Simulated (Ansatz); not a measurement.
Gas-phase electronic energies from Ansatz, PBE0-D4/def2-TZVP geometries. CCSD(T)/CBS is the MP2 limit (def2-TZVPP, def2-QZVPP) plus CCSD(T) − MP2 in def2-TZVPP, frozen cores. This one scheme is used for every species. Functionals use def2-TZVPP. B3LYP here is the variant with VWN-RPA as its local correlation; programs differ in this. Each species was taken in one conformer, which may not be the lowest.

Consider the ligand exchange at the Si–S bond: `N[SiH](S)Cl` + HCl → `N[SiH](Cl)Cl` + H₂S.

`N[SiH](S)Cl`:

```xyz
8

N    -0.864    0.947    0.609
Si    0.052   -0.034   -0.423
S     1.892   -0.359    0.587
Cl   -0.754   -1.885   -0.879
H    -1.626    1.500    0.252
H    -0.988    0.711    1.581
H     0.165    0.661   -1.721
H     2.125   -1.541   -0.006
```

HCl:

```xyz
2

Cl   -0.236    0.296    0.516
H     0.236   -0.296   -0.516
```

`N[SiH](Cl)Cl`:

Z-matrix (Å, degrees):
```
Si
Cl 1 2.041
Cl 1 2.056 2 107.0
N 1 1.692 2 107.5 3 124.1
H 1 1.472 2 110.9 3 -115.5
H 4 1.007 1 120.6 2 -43.0
H 4 1.008 1 120.1 2 169.5
```

H₂S:

Z-matrix (Å, degrees):
```
S
H 1 1.341
H 1 1.341 2 92.3
```

```csv
level,ΔE (kJ/mol)
B3LYP,-39.5
r2SCAN0,-37.5
```

What does CCSD(T)/CBS give? (Best estimate.)

Computed: -36.0 kJ/mol. The listed levels differ from it by -3.5, -1.5 kJ/mol.

Largest T1 diagnostic among the species: 0.010.

From BLYP to BHLYP (50 % exact exchange), in def2-TZVPP and without D4, ΔE moves by −3.6 kJ/mol. Leaving LDA and LC-ωPBE aside and taking each functional with its dispersion term where it has one, the values, not all of them listed here, spread over 9.1 kJ/mol, from BHLYP-D4 to revPBE-D4.
